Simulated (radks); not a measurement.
All-electron atom: In4+ in [Kr] 4d9 (the NIST ground configuration).

Calculated with a radial shooting solver on a logarithmic mesh with Libxc functionals: scalar-relativistic Kohn-Sham, PBE, spin-polarised, spherical densities, point nucleus; open shells are filled with parallel spins first (spin-orbit coupling, left out, can overturn this in heavy ions).

Energy parts (hartree):
| part | energy |
|---|---|
| total | -5877.62693 |
| kinetic | 6126.58227 |
| electron-nucleus | -14131.66373 |
| Hartree | 2285.52244 |
| exchange-correlation | -158.06791 |

Orbitals (lengths in bohr, moments of r in powers of bohr; r(max) is where P^2 peaks):
orbital  occ.  eigenvalue (hartree)   r(max)     <r^2>
1s up       1             -1021.779  0.01922  0.001195
1s down     1             -1021.779  0.01922  0.001195
2s up       1             -154.5394   0.1086   0.01947
2s down     1             -154.5303   0.1086   0.01947
2p up       3             -138.8908  0.08692   0.01536
2p down     3             -138.8838  0.08692   0.01536
3s up       1             -30.78947   0.3155    0.1389
3s down     1             -30.78506   0.3155    0.1389
3p up       3             -25.66575   0.3088    0.1398
3p down     3             -25.66068   0.3088    0.1398
3d up       5             -17.71486   0.2582    0.1249
3d down     5             -17.70682   0.2582    0.1249
4s up       1              -6.18390   0.7688    0.8048
4s down     1              -6.15141   0.7684    0.8045
4p up       3              -4.64640   0.8139    0.9492
4p down     3              -4.61344   0.8136    0.9495
4d up       5              -2.40810   0.9183     1.439
4d down     4              -2.37650   0.9182     1.447

The highest occupied level is 4d down at -64.668 eV. The density falls to 0.001 e/bohr^3 at r = 2.81 bohr.
